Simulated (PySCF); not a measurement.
Magnetisability: `Cc1cccc2cn[nH]c12`, C8H8N2

Geometry:
| atom | x (Å) | y (Å) | z (Å) |
| --- | --- | --- | --- |
| C1 | 2.250 | -0.836 | -0.283 |
| C2 | 1.021 | 0.005 | -0.120 |
| C3 | 1.049 | 1.382 | -0.089 |
| C4 | -0.112 | 2.155 | 0.061 |
| C5 | -1.351 | 1.579 | 0.191 |
| C6 | -1.423 | 0.183 | 0.169 |
| C7 | -2.452 | -0.790 | 0.269 |
| N8 | -1.962 | -1.999 | 0.183 |
| N9 | -0.636 | -1.881 | 0.029 |
| C10 | -0.242 | -0.581 | 0.013 |
| H11 | 3.131 | -0.209 | -0.393 |
| H12 | 2.165 | -1.472 | -1.165 |
| H13 | 2.390 | -1.480 | 0.586 |
| H14 | 1.998 | 1.889 | -0.185 |
| H15 | -0.017 | 3.231 | 0.075 |
| H16 | -2.244 | 2.174 | 0.306 |
| H17 | -3.505 | -0.637 | 0.398 |
| H18 | -0.068 | -2.707 | -0.058 |

Method: PySCF, GIAO LDA/6-31G magnetisability, rotational g tensor and spin-rotation constants, non-relativistic, gas phase. Geometry: GFN2-xTB.

Question: How diamagnetic is it, and how anisotropic?

Answer: Isotropic -1587 × 10⁻³⁰ J/T², or -95.6 × 10⁻⁶ cm³/mol; principal values -2714, -1032, -1015 × 10⁻³⁰ J/T², anisotropy 1690 × 10⁻³⁰ J/T² (root of half the summed squared differences of the principal values). The susceptibility is in cgs units.

Question: Split it along the inertial axes a, b, c into diamagnetic and paramagnetic parts about the centre of mass, with the quadrupole moment.

Answer: 
```csv
axis,χ (10⁻⁶ cm³/mol),diamagnetic (10⁻⁶ cm³/mol),paramagnetic (10⁻⁶ cm³/mol),summed x² of all electrons (Å²),quadrupole Θ (D Å)
a,-61.8,-675.0,613.2,194.7,-6.45
b,-61.5,-886.7,825.2,144.8,+13.64
c,-163.4,-1440.1,1276.7,14.3,-7.19
```
Anisotropies 2χaa − χbb − χcc = +101.3 and 2χbb − χaa − χcc = +102.3 × 10⁻⁶ cm³/mol. Θ is traceless in Buckingham's convention.

Question: And the rotational g tensor?

Answer: 
| axis | rotational constant (GHz) | g | nuclear part | electronic part |
| --- | --- | --- | --- | --- |
| a | 2.1930 | -0.0353 | 0.5964 | -0.6318 |
| b | 1.5317 | -0.0334 | 0.5604 | -0.5938 |
| c | 0.9069 | +0.0289 | 0.5728 | -0.5439 |

Asymmetric top; isotopes 12C, 1H, 14N; no vibrational averaging.
